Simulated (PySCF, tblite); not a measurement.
ClH7SSi3.
Structure used (GFN2-xTB), in Å, numbered top down from 1:
```
atom  x, y, z in Å
Si1   -1.964    0.361    0.168
Si2   -0.499   -1.432    0.174
S3     1.300   -1.007   -0.992
Si4    2.135    0.772   -0.172
Cl5    1.874    0.863    1.830
H6    -1.581    1.398    1.131
H7    -2.050    1.011   -1.144
H8    -3.303   -0.107    0.530
H9     0.008   -1.835    1.486
H10   -0.929   -2.643   -0.517
H11    3.549    0.693   -0.482
H12    1.460    1.926   -0.744
```

Computed with CAM-B3LYP/def2-SVPD in PySCF (dipole) on a GFN2-xTB geometry, gas phase.

Take the most abundant isotopes and a rigid rotor. The values belong to one conformer with, in the numbering `[SiH3:1][SiH2:2][S:3][SiH2:4][Cl:5]`, Si1–Si2–S3–Si4 56°, Si2–S3–Si4–Cl5 35°.

**Question.** What are A, B and C (MHz)?

**Answer.** Ia = 272.75, Ib = 494.72, Ic = 626.52 u·Å²; 505379 MHz·u·Å²/I gives A = 1853, B = 1022, C = 806.6 MHz.

**Question.** Classify the top.

**Answer.** An asymmetric top: κ = (2 × 1022 − 1853 − 806.6)/(1853 − 806.6) = -0.59.

**Question.** Is it planar, by Δ = Ic − Ia − Ib?

**Answer.** Not planar: Δ = Ic − Ia − Ib = -140.95 u·Å². For a rigid frame Δ = −2 Σ m c², so Σ m c² = 70.47 u·Å² lies off the ab plane: 14.91 from hydrogen and 55.56 from heavier atoms. The atom farthest from that plane is 2.08 Å away.

**Question.** Give the other two planar moments, Paa and Pbb, and the rms extents of the mass along the axes.

**Answer.** Paa = Σ m a² = (Ib + Ic − Ia)/2 = 424.25 and Pbb = Σ m b² = (Ia + Ic − Ib)/2 = 202.27 u·Å². With the mass M = 157.93 u, the rms extents √(P/M) along a, b and c are 1.64, 1.13, 0.67 Å.

**Question.** Where do the levels up to J = 2 lie, in MHz?

**Answer.** Above 0(0,0):
J = 1: 1(0,1) 1828, 1(1,1) 2660, 1(1,0) 2874
J = 2: 2(0,2) 5448, 2(1,2) 6101, 2(1,1) 6746, 2(2,1) 9240, 2(2,0) 9276
Those of J = 1 are B + C, A + C and A + B.

**Question.** Which lines would a microwave search look for?

**Answer.** The dipole components are |μa| = 0.73 D, |μb| = 0.57 D, |μc| = 0.44 D. Intensities carry the squares of the components, which stand as 1.00 : 0.60 : 0.36 (a : b : c). Some lines, for components of 0.1 D or more:

| type | branch | J(Ka,Kc) | MHz | lower level (cm⁻¹) |
| --- | --- | --- | --- | --- |
| b | Q | 4(2,2) ← 4(1,3) | 2316 | 0.673 |
| c | Q | 2(2,1) ← 2(1,1) | 2494 | 0.225 |
| b | R | 2(0,2) ← 1(1,1) | 2788 | 0.089 |
| b | Q | 2(2,1) ← 2(1,2) | 3139 | 0.204 |
| b | Q | 3(2,2) ← 3(1,3) | 3482 | 0.375 |
| b | Q | 4(3,1) ← 4(2,2) | 4342 | 0.751 |
| b | R | 4(1,3) ← 3(2,2) | 5460 | 0.491 |
| a | R | 3(2,1) ← 2(2,0) | 5624 | 0.309 |
| a | R | 3(1,2) ← 2(1,1) | 5782 | 0.225 |
| b | R | 2(2,1) ← 1(1,0) | 6365 | 0.096 |
| b | Q | 5(4,2) ← 5(3,3) | 6508 | 1.202 |
| c | R | 2(2,1) ← 1(1,1) | 6580 | 0.089 |
| b | R | 2(2,0) ← 1(1,1) | 6617 | 0.089 |
| b | R | 5(0,5) ← 4(1,4) | 8330 | 0.602 |
| c | Q | 5(5,1) ← 5(4,1) | 8371 | 1.420 |
| b | Q | 5(5,1) ← 5(4,2) | 8374 | 1.419 |
| a | R | 5(0,5) ← 4(0,4) | 8603 | 0.593 |
| b | R | 5(1,5) ← 4(0,4) | 8751 | 0.593 |
| b | R | 3(2,1) ← 2(1,2) | 8800 | 0.204 |
| b | R | 3(3,0) ← 2(2,1) | 10204 | 0.308 |
| c | R | 4(2,3) ← 3(1,3) | 10766 | 0.375 |
| c | R | 5(4,2) ← 4(3,2) | 15738 | 0.894 |
| b | R | 5(5,1) ← 4(4,0) | 17596 | 1.112 |

**Question.** Estimate the classical rotational partition function at 10 K, 25 K and 50 K.

**Answer.** Point group C1, symmetry number σ = 1; q = (√π/σ)·√((kT/h)³/(ABC)), k/h = 20836.6 MHz/K: 4310 at 10 K, 17100 at 25 K, 48200 at 50 K.

Its GFN2-xTB frequencies are all real (lowest 22 cm⁻¹). No vibrational averaging or centrifugal distortion is included, and the geometry carries the error of its method. A rigid rotor knows nothing of internal rotation, which can split or shift real lines. Quadrupole hyperfine structure (35Cl) is left out.

On Arm Neoverse N1, one thread, no GPU, shared host with 64 logical CPUs at a one-minute load of 61, this took 53 s wall and 0.77 GiB of memory at its peak. This is the CAM-B3LYP/def2-SVPD job that gave the dipole, with the excitations it also computed.
